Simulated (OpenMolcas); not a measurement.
Cl6+: from CASSCF to CASPT2

```
Program             : OpenMolcas 26.06
Basis               : ANO-L-VTZP [5s4p2d1f]
Scalar Hamiltonian  : non-relativistic, point nucleus
Active space        : 1 electron in 4 orbitals (3s 3p)
State averaging     : 2S+1 = 2 even, 1 root; 2S+1 = 2 odd, 3 roots
Spin-orbit coupling : RASSI with atomic mean-field integrals over the reference wave functions, term energies averaged over their components
```

Methods on the same reference wave functions:
A. CASSCF
B. SS-CASPT2, IPEA 0.25 Eh, imaginary shift 0.1 Eh (closed shells correlated: 2s 2p)

Energies in cm⁻¹ above 3s ²S_1/2, the measured ground level; measured values from Moore, Atomic Energy Levels, vol. I, NSRDS-NBS 35 (1971 reprint of NBS Circular 467, 1949).

```csv
Level,A,B,Measured
3s ²S_1/2,0.0,0.0,0.0
3p ²P°_1/2,120929,121126,123001
3p ²P°_3/2,122583,122781,124891
```

Deviations, from unrounded energies. A percentage is the sum of absolute deviations over the sum of measured energies, with the sign that they share, or ± where signs differ.

```
           Against measurement  Levels     A     B
mean absolute deviation (cm-1)       2  2200  2000
      other configurations (%)       2  -1.8  -1.6
```

B lies closest to measurement on these levels. The largest miss of B in the table is 3p ²P°_3/2, by -2100 cm-1. The ranking rests on the paired levels alone, and a cruder setting can come out closer through cancelling errors.

The lowest spin-free term lies below A's lowest term by 0.016 hartree in B.

With one active electron the reference holds no correlation, so core polarisation is missing (holds for A). With one active electron, CASPT2 adds the correlation within the correlated inactive shells and between them and that electron, and leaves the splitting within a term as the reference gives it (holds for B). Computed and measured levels are paired by configuration, term and J; levels that our copy of the source lacks, or whose pairing is in doubt (as where it misses far off the trend of its configuration), stay unpaired and out of the deviations. Only configurations of the active space appear.

° marks odd parity.
